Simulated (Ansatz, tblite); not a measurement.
Cost and result up the ladder for Hg3⁻ (the lowest doublet isomer of a short search) (3 atoms). Total charge -1; doublet. Geometry: r2SCAN/def2-TZVPD.

```csv
atom,x (Å),y (Å),z (Å)
Hg1,0.5164,0.8663,1.4663
Hg2,-1.1863,0.7413,-1.1000
Hg3,0.6699,-1.6076,-0.3663
```

Ansatz on 4 threads of Arm Neoverse V2 on a shared host; xTB runs through tblite on one thread. Times are rough, summed over both states, and most runs start from the orbitals of an earlier one. RPA@PBE/def2-TZVPD serves as the yardstick here, not as an exact answer. Differences are given only for rows in sets of like size (and for xTB, whose basis is part of the method), since another set adds its own error. The other state is a quartet at its own geometry, which has other bonds, so the gap mixes isomer and spin.

In the def2 sets Hg takes a core potential; there is no spin–orbit coupling. The xTB rows come from tblite. B3LYP takes the VWN-RPA correlation. Correlated methods freeze no core orbitals; core or outer-core shells of Hg are correlated, in sets that lack core-valence functions. The rows differ in basis, and correlated rows in double-zeta sets carry the largest basis error. In CCSD on the charge -1 quartet the largest single amplitude is 0.43, so its Hartree–Fock determinant may place the open shell otherwise than the density functionals do. The structure comes from a short search, and lower isomers may exist.

Correlated methods converge slowly with the basis, most of all in double-zeta sets.

xTB has no spin-polarisation term.

```tsv
level	functions	quartet − doublet (eV)	difference from RPA@PBE/def2-TZVPD (eV)	remarks
r2SCAN/def2-TZVPD (with forces)	138	2.73	-0.27	HOMO above zero (doublet), HOMO above zero (quartet)
RPA@PBE/def2-TZVPD	138	3.00	0.00	–
LDA (SPW92)/def2-TZVPD	138	2.73	-0.26	HOMO above zero (doublet), HOMO above zero (quartet)
CCSD(T)/def2-SVPD	105	3.57	–	HOMO above zero (doublet)
PBE/def2-TZVPD	138	2.80	-0.20	HOMO above zero (doublet), HOMO above zero (quartet)
PBE0/def2-TZVPD	138	2.72	-0.28	HOMO above zero (doublet), HOMO above zero (quartet)
GFN2-xTB	12	4.22	1.22	–
MP2/def2-TZVPD	138	3.59	0.60	–
B97M-V/def2-TZVPD	138	2.72	-0.27	HOMO above zero (doublet), HOMO above zero (quartet)
GFN1-xTB	12	3.89	0.89	–
B3LYP/def2-TZVPD	138	2.93	-0.07	HOMO above zero (doublet), HOMO above zero (quartet)
CAM-B3LYP/def2-TZVPD	138	2.91	-0.08	HOMO above zero (doublet)
r2SCANh/def2-TZVPD	138	2.71	-0.29	HOMO above zero (doublet), HOMO above zero (quartet)
```

Question: Estimate how long each takes.

Answer: GFN1-xTB 0.002 s; GFN2-xTB 0.002 s; LDA (SPW92)/def2-TZVPD 2.1 s; PBE/def2-TZVPD 4.5 s; B3LYP/def2-TZVPD 6.1 s; RPA@PBE/def2-TZVPD 9 s; MP2/def2-TZVPD 9.1 s; PBE0/def2-TZVPD 10 s; r2SCAN/def2-TZVPD (with forces) 14 s; CAM-B3LYP/def2-TZVPD 16 s; B97M-V/def2-TZVPD 18 s; r2SCANh/def2-TZVPD 22 s; CCSD(T)/def2-SVPD 69 s. On shared hardware such times vary by a factor of up to 3.
